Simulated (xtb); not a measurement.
Be(Et) (C2H5Be), SMILES [Be+][CH2]C, charge +1. All values are semi-empirical tight-binding results from xtb (GFN2-xTB unless named), good for trends rather than for accurate numbers. Geometry optimised at GFN2-xTB. The multiplicity is an assumed one; other spin states were not compared. The isomer is the one that the SMILES or the coordinates give; other isomers of the formula were not compared.

For metal compounds this method's bond lengths and energies can be far off.

The point group as xtb finds it comes out as Cs and the orbital gap is 1.79 eV. The zero-point energy is 38.0 kcal/mol and the G − E(el) at 298.15 K (modified RRHO) comes out as 22.1 kcal/mol.

Computed IR lines (harmonic; lines under 4 % of the strongest left out, lines within 3 cm⁻¹ merged):
ν (cm⁻¹): 156 (s), 205 (s), 364 (vs), 695 (m), 943 (m), 1014 (w), 1102 (w), 1264 (w), 1398 (w), 1458 (w) (against the strongest line: vs over 80 %, s over 45 %, m over 15 %, w over 4 %, vw less)
